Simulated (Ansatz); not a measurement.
## Two structures, one formula

The two ends of one reaction step of ZnH₄SO₂, closed shell (PBE0-D4/def2-TZVP).

A:

| atom | x (Å) | y (Å) | z (Å) |
| --- | --- | --- | --- |
| Zn1 | -0.2225 | 0.7167 | -0.2207 |
| O2 | 0.3065 | -1.2771 | 0.5665 |
| O3 | -0.4654 | -0.3408 | -1.6837 |
| H4 | 1.2153 | -1.5101 | 0.7728 |
| S5 | -0.0324 | 2.4059 | 1.1272 |
| H6 | 0.1160 | -1.5995 | -0.3345 |
| H7 | -0.9473 | -0.0122 | -2.4411 |
| H8 | 0.0298 | 1.6172 | 2.2135 |

B:

Zn1  (-0.189, -0.477, -0.705)
O2  (0.706, -1.521, 0.464)
O3  (-1.200, 0.103, -2.059)
H4  (1.040, 0.331, 1.531)
S5  (0.607, 1.491, 0.989)
H6  (0.749, -2.456, 0.261)
H7  (-1.177, 1.055, -2.174)
H8  (-0.536, 1.475, 1.693)
(Å)

Ansatz 0.2.0; basis: def2-TZVPP; cores frozen in the correlated methods. The 3s and 3p shells of Cu and Zn are frozen; filled d shells are correlated. B3LYP uses VWN-RPA correlation.

(1) Which structure is lower at CCSD(T), and by how much? (To be estimated.)

No T1 diagnostic of these runs exceeds 0.016.

## Answers

(1) The calculation gives: A, by 85.7 kJ/mol (electronic energy, against the other). By their contacts, A is ZnH₄SO₂ ([OH][Zn]([OH2])[SH]) and B is ZnH₄SO₂ ([OH][Zn]([OH])[SH2]).

All methods give the same order:

```json
{"method": "SPW92", "E(B) − E(A) (kJ/mol)": "87.6"}
{"method": "PBE-D4", "E(B) − E(A) (kJ/mol)": "80.4"}
{"method": "BLYP-D4", "E(B) − E(A) (kJ/mol)": "72.8"}
{"method": "r2SCAN-D4", "E(B) − E(A) (kJ/mol)": "86.5"}
{"method": "B97M-V", "E(B) − E(A) (kJ/mol)": "85.1"}
{"method": "PBE0-D4", "E(B) − E(A) (kJ/mol)": "90.8"}
{"method": "B3LYP-D4", "E(B) − E(A) (kJ/mol)": "82.5"}
{"method": "r2SCAN0-D4", "E(B) − E(A) (kJ/mol)": "94.8"}
{"method": "BHLYP-D4", "E(B) − E(A) (kJ/mol)": "92.6"}
{"method": "CAM-B3LYP-D4", "E(B) − E(A) (kJ/mol)": "84.8"}
{"method": "wB97X-V", "E(B) − E(A) (kJ/mol)": "85.8"}
{"method": "wB97M-V", "E(B) − E(A) (kJ/mol)": "90.1"}
{"method": "B2PLYP", "E(B) − E(A) (kJ/mol)": "83.8"}
{"method": "PBE-QIDH", "E(B) − E(A) (kJ/mol)": "93.1"}
{"method": "RPA on PBE", "E(B) − E(A) (kJ/mol)": "76.7"}
{"method": "HF", "E(B) − E(A) (kJ/mol)": "100.9"}
{"method": "MP2", "E(B) − E(A) (kJ/mol)": "85.2"}
{"method": "CCSD", "E(B) − E(A) (kJ/mol)": "87.3"}
{"method": "CCSD(T)", "E(B) − E(A) (kJ/mol)": "85.7"}
```

Labels in which every atom is bracketed show which atoms are joined, not bond orders.

For scale, one of the runs: CCSD(T)/def2-TZVPP, 224 basis functions, launched by `ansatz run in.yaml --threads 8 --pin off --events-out ev --progress --plain --max-ram 19148MiB`. Hardware: 8 CPU threads of an AMD EPYC 7R43, shared host. Wall time 81 s; peak host memory 3.6 GiB.
